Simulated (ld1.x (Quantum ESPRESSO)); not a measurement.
**Be (Z = 4), ultrasoft: configuration errors across variants**

* Element: Be
* Generator: ld1.x (Quantum ESPRESSO) 7.5
* Type: ultrasoft
* Functional: LDA (PZ)
* Relativity: scalar-relativistic
* Frozen core: none
* Valence charge: 4
* Reference configuration: 1s2 2s1 2p1
* Partial waves: 1s (bound): rcut 0.65, rcutus 0.75 bohr; 2s (bound): rcut 0.65, rcutus 0.75 bohr; 2p (bound): rcut 4.30, rcutus 4.75 bohr; 2p channel at 0.25 Ry: rcut 4.30, rcutus 4.75 bohr; 3d channel at 0.45 Ry: rcut 4.40, rcutus 4.95 bohr
* Local potential: all-electron potential smoothed inside 2.10 bohr (lloc = -2)
* Core correction: none
* Augmentation charge: PSQ, inside the norm-conserving radii

All-electron excitation energies from the reference (eV): (1) 1s2 2s2 2p0 -3.519; (2) 1s2 2s1 2p0 6.000; (3) 1s2 2s0 2p0 23.779; (4) 1s2 2s1.5 2p0 0.232; (5) 1s2 2s0 2p2 3.552; (6) 1s2 2s0 2p1 9.815; (7) 1s2 2s1 2p1 spin -1.033; (8) 1s2 2s1 2p0 spin 5.525.

Spin tests fill each open shell by Hund’s rule, majority spin first.

The overlap operator is not positive definite (basis up to 400 Ry) in “base”, “waves 2p (bound): rcut 4.30, rcutus 4.72 bohr; 2p channel at 0.25 Ry: rcut 4.30, rcutus 4.72 bohr”, “waves 2p (bound): rcut 4.30, rcutus 5.48 bohr; 2p channel at 0.25 Ry: rcut 4.30, rcutus 5.48 bohr”, “waves 2p (bound): rcut 4.30, rcutus 6.00 bohr; 2p channel at 0.25 Ry: rcut 4.30, rcutus 6.00 bohr”. Such files are unfit for use, however small their errors in these radial tests.

Tests that are not counted but printed errors over 1 eV. “base”: 1s1 2s2 2p0 (solver errors, printed error -95.7 eV). “waves 2p (bound): rcut 2.90, rcutus 3.08 bohr; 2p channel at 0.25 Ry: rcut 2.90, rcutus 3.08 bohr”: 1s1 2s2 2p0 (solver errors, printed error -48.1 eV). “waves 2p (bound): rcut 4.30, rcutus 4.72 bohr; 2p channel at 0.25 Ry: rcut 4.30, rcutus 4.72 bohr”: 1s1 2s2 2p0 (solver errors, printed error -95.7 eV). “waves 2p (bound): rcut 4.30, rcutus 5.48 bohr; 2p channel at 0.25 Ry: rcut 4.30, rcutus 5.48 bohr”: 1s1 2s2 2p0 (solver errors, printed error -141 eV); 1s2 2s0 2p2 (solver errors, printed error -14.2 eV); 2 more.

2 further variants failed, have other tests or too few solved ones, and are left out.

Errors AE − PS in meV (a dash: test not solved or not reliable):

```csv
change,(1),(2),(3),(4),(5),(6),(7),(8),bound ghosts
base,+2.4,-756,-1799,-334,+65,+7.6,+64,-739,not determined (overlap not positive)
"waves 2p (bound): rcut 2.90, rcutus 3.08 bohr; 2p channel at 0.25 Ry: rcut 2.90, rcutus 3.08 bohr",+7.0,-20,-63,-4.1,+6.6,-0.5,-10.0,-19,none
"waves 2p (bound): rcut 3.50, rcutus 3.72 bohr; 2p channel at 0.25 Ry: rcut 3.50, rcutus 3.72 bohr",+6.4,-21,-61,-5.0,+6.1,+8.2,-6.9,-20,none
"waves 2p (bound): rcut 4.30, rcutus 4.72 bohr; 2p channel at 0.25 Ry: rcut 4.30, rcutus 4.72 bohr",+2.4,-756,-1799,-334,+65,+7.6,+64,-739,not determined (overlap not positive)
"waves 2p (bound): rcut 4.30, rcutus 5.48 bohr; 2p channel at 0.25 Ry: rcut 4.30, rcutus 5.48 bohr",-3.2,+28,+70,+11,–,–,–,+27,not determined (overlap not positive)
"waves 2p (bound): rcut 4.30, rcutus 6.00 bohr; 2p channel at 0.25 Ry: rcut 4.30, rcutus 6.00 bohr",-3.6,+30,+75,+12,-22,-752,-21,+29,not determined (overlap not positive)
```

Problem. Give the same row for: waves 2p (bound): rcut 3.86, rcutus 4.10 bohr; 2p channel at 0.25 Ry: rcut 3.86, rcutus 4.10 bohr.

Solution. +4.9, -16, -46, -3.8, +3.3, -54, -4.1, -16; bound ghosts: none. Not counted: 1s1 2s2 2p0 (pseudo-atom not self-consistent, printed error -46.4 eV).
